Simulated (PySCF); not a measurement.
**The third ionisation energy along the second row**

All values are computed (PySCF 2.14, energy differences of UHF-based or UKS calculations, no spin-orbit coupling). Values in eV. The last column holds reference values (NIST; (s) semi-empirical, (t) theoretical, else measured). Unmarked ones compare directly (S terms, centres of terms, or small fine structure); those marked * lie between the lowest fine-structure levels and include a spin-orbit shift.

```csv
element,configurations,UHF,MP2 (valence),SCS-MP2 (valence),CCSD (valence),CCSD(T) (valence),reference
"N (cc-pVTZ-DK, spin-free X2C)",[He] 2s2 2p1 → [He] 2s2,47.255,47.438,47.389,47.198,47.226,47.445 (s) *
"O (cc-pVTZ-DK, spin-free X2C)",[He] 2s2 2p2 → [He] 2s2 2p1,54.569,54.946,54.802,54.734,54.744,54.936 (s) *
"Ne (cc-pVTZ-DK, spin-free X2C)",[He] 2s2 2p4 → [He] 2s2 2p3,61.803,62.971,63.071,63.002,63.018,63.423 *
```

"Valence" correlates the outer s and p shells and, in groups 3 to 12 and the f block, the outer d or f shell, open or full, or the next shell where the ion has no valence electron left; the wider scheme adds the next inner shell.
